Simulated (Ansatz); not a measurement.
The same path of C3H7Sb (11 atoms, charge 0, multiplicity 1) was run twice with different band settings. The coordinate that changes most is the dihedral H6–C1–C2–C3.

These are results of RKS PBE0/def2-SVP (Ansatz 0.2.0), not measurements.

Relaxed end points:

```xyz
11
Properties=species:S:1:pos:R:3
C -0.679 1.676 0.380
C -0.186 0.265 0.387
C 0.653 -0.266 -0.510
Sb 1.461 -2.255 -0.439
H -1.779 1.708 0.312
H -0.265 2.251 -0.462
H -0.409 2.193 1.317
H -0.564 -0.365 1.204
H 1.034 0.370 -1.321
H 0.414 -2.883 -1.653
H 0.386 -2.750 0.806
```

```xyz
11
Properties=species:S:1:pos:R:3
C -0.787 1.647 0.284
C -0.323 0.226 0.313
C 0.803 -0.230 -0.246
Sb 1.537 -2.244 -0.108
H -0.905 2.045 1.307
H -1.777 1.728 -0.197
H -0.085 2.297 -0.260
H -0.984 -0.477 0.839
H 1.463 0.479 -0.763
H 1.057 -2.692 -1.700
H 0.066 -2.836 0.552
```

Common settings: movable images 5; climbing image yes; spring 5.0 eV/Å²; start path IDPP; force threshold 0.03 eV/Å; iteration limit 60; end points relaxed.

| run | optimiser | largest step |
| --- | --- | --- |
| 1 | quadratic models (default) | default |
| 2 | fire | 0.02 Å |

(1) What does each run give, and how far can it be trusted?

## Answers

(1) Run 1: converged after 8 iterations, highest image 0.085 eV above the first end. A vibrational analysis at the climbing image gives one clearly imaginary mode, 206i cm⁻¹: a first-order saddle point.
Run 2: converged after 22 iterations, highest image 0.085 eV above the first end. Another band between the same ends (5 images) ends at a top of the same energy, where a vibrational analysis finds 1 clearly imaginary mode.
